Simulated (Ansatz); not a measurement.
Born–Oppenheimer molecular dynamics of C$_{2}$H$_{9}$BClN (14 atoms, charge 0, multiplicity 1). It starts at the highest image of a converged band. Of that band: The profile has 2 maxima (images 1, 4) with wells between them (image 2): this band takes more than one step, which may be the mechanism or a detour left from its start path. Neighbouring images differ by up to 2.3 eV, so the band resolves the path poorly. A vibrational analysis at the climbing image gives one clearly imaginary mode, 1477i cm⁻¹: a first-order saddle point.

These are results of RKS PBE0/def2-mTZVP in Ansatz, not measurements.

```yaml
ensemble: NVE (velocity Verlet)
time_step: 0.5 fs
steps_asked: 200
starting_velocities_drawn_for: 100 K
seed: 3277
```

First frame:

```xyz
14
Properties=species:S:1:pos:R:3
B -0.042 -0.485 0.177
C 0.024 0.111 1.931
H -0.872 0.073 2.558
H 0.916 -0.097 2.528
H 0.110 1.138 1.582
C 1.342 -0.126 -0.496
H 2.193 -0.580 0.025
H 1.357 -0.495 -1.527
H 1.524 0.950 -0.539
Cl -1.550 0.304 -0.533
N -0.261 -2.008 0.424
H -1.192 -2.365 0.263
H 0.453 -2.633 0.075
H -0.112 -1.153 1.461
```

(1) How far do the bonds stretch over the last three quarters of this one trajectory? (Pairs bonded in most of those frames.)

Answers

(1) 
```tsv
bond	mean (Å)	spread (Å)	shortest	longest
B1–C6	1.573	0.011	1.55	1.60
B1–Cl10	1.807	0.019	1.77	1.86
B1–N11	1.404	0.016	1.37	1.44
C2–H3	1.095	0.013	1.07	1.12
C2–H4	1.092	0.008	1.08	1.11
C2–H5	1.092	0.018	1.06	1.12
C2–H14	1.093	0.024	1.04	1.13
C6–H7	1.095	0.003	1.09	1.10
C6–H8	1.098	0.010	1.08	1.12
C6–H9	1.092	0.003	1.08	1.10
N11–H12	1.012	0.003	1.01	1.02
N11–H13	1.012	0.003	1.01	1.02
```

Mean temperature of the second half: 1393 K. The conserved energy stayed within 0.051 meV per atom of its start (net change 0.00093 meV per atom), so the integration is sound. The kinetic energy rose, since the run started high on the potential surface and went downhill. It ends in pieces (CH4 + CH5BClN), so much of that is their flight and rotation, not heat. A run of 0.1 ps of so small a system gives no equilibrium averages. The orbitals stay closed-shell, which can raise the energy where a bond breaks towards radicals; this wasn't checked here.

The run took 6.6 min on 4 threads of Arm Neoverse V1 (shared host), peak memory 0.3 GiB.
